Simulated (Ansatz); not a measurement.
Consider the formal exchange of groups at the In–Cl bond: `[NH2][In]([NH2])[Cl]` + CH₄ → `[CH3][In]([NH2])[NH2]` + HCl.

Computed with Ansatz on PBE0-D4/def2-TZVP structures; ΔE is electronic, products minus reactants. CBS: MP2 limit from def2 TZ/QZ plus the TZ coupled-cluster correction, frozen cores. This one scheme is used for every species. Functionals use def2-TZVPP. B3LYP here is the variant with VWN-RPA as its local correlation; programs differ in this. HSE06 is defined as in plane-wave codes. def2 core potentials past Kr. For In outer-core shells are correlated without core-valence functions, which leaves a few kJ/mol of doubt a bond. Each species was taken in one conformer, which may not be the lowest.

```
             level  ΔE (kcal/mol)  difference from CCSD(T)/CBS
       LDA (SPW92)           31.8                         -2.3
            PBE-D4           34.0                         -0.1
         revPBE-D4           34.2                          0.1
           BLYP-D4           34.8                          0.7
         r2SCAN-D4           36.2                          2.1
            B97M-V           37.9                          3.8
           PBE0-D4           35.0                          0.9
          B3LYP-D4           35.6                          1.5
        r2SCANh-D4           36.2                          2.1
        r2SCAN0-D4           36.4                          2.3
          HSE06-D4           35.1                          1.0
          BHLYP-D4           37.4                          3.3
      CAM-B3LYP-D4           35.2                          1.1
           ωB97X-V           35.3                          1.2
           ωB97M-V           34.7                          0.6
            B2PLYP           35.4                          1.3
          PBE-QIDH           35.3                          1.2
               PBE           34.1                          0.0
              BLYP           35.1                          1.0
            r2SCAN           36.2                          2.1
           r2SCANh           36.3                          2.2
             HSE06           35.2                          1.1
             BHLYP           37.3                          3.2
           LC-ωPBE           34.5                          0.4
RPA@PBE/def2-TZVPP           32.2                         -1.9
       HF/def2-SVP           42.0                          7.9
      MP2/def2-SVP           37.4                          3.3
     CCSD/def2-SVP           37.1                          3.0
  CCSD(T)/def2-SVP           36.7                          2.6
     HF/def2-TZVPP           40.6                          6.5
    MP2/def2-TZVPP           33.6                         -0.5
SCS-MP2/def2-TZVPP           34.3                          0.2
   CCSD/def2-TZVPP           33.8                         -0.3
CCSD(T)/def2-TZVPP           33.4                         -0.7
     HF/def2-QZVPP           40.3                          6.2
    MP2/def2-QZVPP           33.9                         -0.2
SCS-MP2/def2-QZVPP           34.6                          0.5
      HF/CBS(def2)           40.3                          6.2
     MP2/CBS(def2)           34.3                          0.2
    CCSD/CBS(def2)           34.5                          0.4
       CCSD(T)/CBS           34.1                            0
```

(1) What do rigid-rotor, harmonic-oscillator terms from PBE0-D4/def2-TZVP frequencies (298.15 K, 1 bar) make of the CCSD(T)/CBS value? (Estimate.)

Largest T1 diagnostic among the species: 0.014.

Answers

(1) Ansatz gave: ΔZPE = -2.6 kcal/mol, ΔH = +31.9 kcal/mol, ΔS = 28 J/(mol·K), ΔG = +29.9 kcal/mol. Modes under 50 cm⁻¹ make the entropy rough.

From BLYP to BHLYP (50 % exact exchange), in def2-TZVPP and without D4, ΔE moves by +2.2 kcal/mol. At CCSD(T), def2-SVP lies +2.6 kcal/mol from the extrapolated value and def2-TZVPP −0.7 kcal/mol. In def2-TZVPP, CCSD(T) changes the Hartree–Fock value by −7.2 kcal/mol (the triples alone add −0.4 kcal/mol) and MP2 by −7.0 kcal/mol.
